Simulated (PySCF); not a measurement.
Computed IR spectrum (relative IR intensity) of a molecule C₃H₅BO₂. Coordinates come from a B3LYP-D3(BJ)/def2-SVP optimisation. Other conformers were not sampled. These are B3LYP-D3(BJ)/def2-SVP (PySCF) values and carry that method's errors. Harmonic, unscaled wavenumbers; measured fundamentals usually lie a few per cent lower.

Lines under 2 % of the strongest are left out, and lines within 2 cm⁻¹ are merged.

ν (cm⁻¹): 162 (w), 167 (vw), 252 (w), 596 (w), 612 (m), 773 (m), 787 (w), 963 (w), 982 (s), 1019 (m), 1050 (w), 1228 (vs), 1312 (w), 1418 (m), 1470 (vs), 1679 (s), 1774 (m), 2863 (s), 3119 (w), 3130 (w), 3217 (vw), 3662 (s) (against the strongest line: vs over 80 %, s over 45 %, m over 15 %, w over 4 %, vw less)

Q: Pick the molecule that these values belong to.
(A) O=C1CB(O)C1
(B) OB1C=CCO1
(C) C=C=CB(O)O
(D) C=CB(O)C=O

A: D, C=CB(O)C=O
